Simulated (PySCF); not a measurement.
Geometry:
```json
{"atom": "C1", "x (Å)": "3.467", "y (Å)": "-0.907", "z (Å)": "-0.206"}
{"atom": "C2", "x (Å)": "2.276", "y (Å)": "-1.044", "z (Å)": "-0.280"}
{"atom": "C3", "x (Å)": "0.889", "y (Å)": "-1.248", "z (Å)": "-0.380"}
{"atom": "C4", "x (Å)": "-0.034", "y (Å)": "-0.320", "z (Å)": "-0.085"}
{"atom": "O5", "x (Å)": "-1.335", "y (Å)": "-0.577", "z (Å)": "-0.201"}
{"atom": "Si6", "x (Å)": "-2.721", "y (Å)": "0.268", "z (Å)": "0.057"}
{"atom": "C7", "x (Å)": "0.380", "y (Å)": "1.051", "z (Å)": "0.390"}
{"atom": "F8", "x (Å)": "-0.096", "y (Å)": "2.020", "z (Å)": "-0.434"}
{"atom": "F9", "x (Å)": "-0.140", "y (Å)": "1.324", "z (Å)": "1.615"}
{"atom": "H10", "x (Å)": "4.507", "y (Å)": "-0.784", "z (Å)": "-0.141"}
{"atom": "H11", "x (Å)": "0.566", "y (Å)": "-2.223", "z (Å)": "-0.718"}
{"atom": "H12", "x (Å)": "-2.773", "y (Å)": "1.433", "z (Å)": "-0.820"}
{"atom": "H13", "x (Å)": "-2.821", "y (Å)": "0.656", "z (Å)": "1.460"}
{"atom": "H14", "x (Å)": "-3.640", "y (Å)": "-0.794", "z (Å)": "-0.324"}
{"atom": "H15", "x (Å)": "1.472", "y (Å)": "1.153", "z (Å)": "0.448"}
```

PySCF 2.14.0 with density-fitted response routines calculation with σ from GIAO-PBE0/pcSseg-1 and geometry from GFN2-xTB; no relativistic terms, equivalent nuclei averaged, gas phase, one computed conformer.

Problem. Predict the 2D correlation tables (HSQC, COSY, HMBC).

Solution. 

HSQC (one-bond C–H):
```
        δH          δC
7.35 (H15)  117.0 (C7)
5.54 (H11)  102.2 (C3)
3.05 (H10)   94.8 (C1)
```

HMBC (two and three bonds, from the bond graph):
```
                δH                                            δC
        7.35 (H15)                        165.0 (C4), 102.2 (C3)
        5.54 (H11)  165.0 (C4), 117.0 (C7), 94.8 (C1), 81.7 (C2)
5.17 (H12/H13/H14)                                    165.0 (C4)
        3.05 (H10)                         102.2 (C3), 81.7 (C2)
```

No COSY cross peaks are expected.

Chemical shifts δ = σref − σ; TMS for ¹H (σ = 31.72 ppm), ¹³C (σ = 186.93 ppm), all at this level.

Shifts are as computed. Against solution values, carbons near 30 ppm lie about +3 ppm off and those near 130 ppm about +5 ppm. Of 1211 compounds with measured shifts, 218 miss one by over three times the rms of a fit or turn the order of signals round; such compounds aren't used in these exercises.
